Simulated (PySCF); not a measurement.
CH7NSi3, SMILES N1[Si@H]([SiH3])[SiH2]C=1.

Coordinates come from a B3LYP-D3(BJ)/def2-SVP optimisation. The structure was generated by enumeration; whether it is a known compound was not checked.

Method: TDA-PBE/def2-SVPD (PySCF).

Vertical excitations. Gas-phase values at a fixed geometry.

Computed excitation energies, oscillator strengths and character:
```csv
state,energy (eV),λ (nm),f,main pairs
S1,3.48,356,0.001,HOMO→LUMO 99 %
S2,4.11,301,0.004,HOMO→LUMO+1 97 %
S3,4.32,287,0.004,HOMO−1→LUMO 98 %
S4,4.51,275,0.002,HOMO→LUMO+2 96 %
S5,4.84,256,0.002,HOMO→LUMO+3 98 %
S6,5.08,244,0.003,HOMO→LUMO+4 96 %
S7,5.31,234,0.005,HOMO−2→LUMO 80 %
S8,5.47,227,0.001,HOMO→LUMO+5 92 %
S9,5.56,223,0.080,"HOMO−1→LUMO+1 45 %, HOMO−1→LUMO+2 33 %"
S10,5.75,216,0.027,HOMO→LUMO+6 87 %
T1,2.75,451,0,HOMO→LUMO 99 %
T2,3.92,316,0,HOMO→LUMO+1 98 %
T3,4.07,304,0,HOMO−1→LUMO 95 %
T4,4.25,292,0,HOMO→LUMO+2 98 %
```
Triplets are in the Tamm–Dancoff approximation.
